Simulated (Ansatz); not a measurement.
C2H5BO2, SMILES `BOC1CO1`, relaxed with RKS PBE-D4/def2-SVP in Ansatz 0.2.0 from a rough embedded geometry. The force threshold is 0.03 eV/Å; the program also tests the step.

Charge 0, multiplicity 1.

Start:

```xyz
10

B     0.798   -0.932    1.288
O     0.045    0.240    1.152
C    -0.670    0.086   -0.018
C    -0.133    0.913   -1.248
O    -1.195    1.370   -0.416
H     0.404   -1.916    1.873
H     1.925   -1.024    0.826
H    -1.440   -0.661   -0.177
H    -0.509    0.499   -2.233
H     0.775    1.426   -1.046
```

Q: How much energy does the relaxation release, and in how many steps? (Estimate.)

A: The calculation gave: 1.27 eV, in 12 steps.

Q: Which bonds change most? (An estimate is asked.)

A: Computed: C3–C4 from 1.576 to 1.470 Å; C3–O5 from 1.443 to 1.395 Å; C4–H10 from 1.063 to 1.106 Å; B1–O2 from 1.399 to 1.357 Å.

Q: Give the relaxed structure. (An estimate is asked.)

A: The calculation gave: 
```xyz
10

B     0.806   -0.940    1.272
O    -0.397   -0.341    1.082
C    -0.871    0.044   -0.182
C    -0.069    0.874   -1.093
O    -1.170    1.400   -0.318
H     1.077   -1.242    2.417
H     1.551   -1.153    0.328
H    -1.636   -0.668   -0.549
H    -0.228    0.826   -2.188
H     0.936    1.201   -0.770
```
